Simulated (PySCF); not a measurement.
A calculated (MN15, PySCF 2.14, ANO-RCC-VTZP, scalar relativity by spin-free X2C-1e) atom or ion has these occupied shells.

```csv
shell,electrons,orbital energy (eV),"rms radius, mean of both spins (bohr)"
1s α,1,-27733.9,0.0340
1s β,1,-27733.9,0.0340
2s α,1,-4120.5,0.139
2s β,1,-4120.4,0.139
2p α,3,-3725.2,0.123
2p β,3,-3725.2,0.123
3s α,1,-774.93,0.377
3s β,1,-774.92,0.377
3p β,3,-646.84,0.376
3p α,3,-646.82,0.376
3d β,5,-436.91,0.354
3d α,5,-436.90,0.354
4s α,1,-122.63,0.910
4s β,1,-122.43,0.910
4p α,3,-82.942,0.990
4p β,3,-82.794,0.990
4d α,5,-23.143,1.29
4d β,5,-22.818,1.29
5s α,1,-11.625,2.75
5p α,2,-4.967,3.66
```

(1) Name the element and its charge.

Results:

(1) In (indium, neutral), in [Kr] 4d10 5s1 5p2, high-spin 4P determinant (an excited configuration).
